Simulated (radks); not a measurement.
Task: Calculated with a radial shooting solver on a logarithmic mesh with Libxc functionals: scalar-relativistic Kohn-Sham, LDA (Slater exchange, VWN5 correlation), spin-unpolarised, spherical densities, finite nucleus; Fermi nuclear charge, rms radius of each element as measured or else 0.836 A^(1/3) + 0.57 fm. Response by self-consistent Sternheimer equations with the Hartree and adiabatic LDA kernel, the relativistic mass of each level held fixed and spin-orbit coupling left out. For heavy and open-shell atoms this level of theory can miss by tens of per cent. Rank Mg+, Hg, F3+, Sr, Au+, Hg3+ (NIST ground configurations) by static dipole polarisability, largest first.

Result: Sr 178.3, Hg 33.76, Mg+ 29.56, Au+ 14.24, Hg3+ 5.743, F3+ 0.8848 bohr^3.
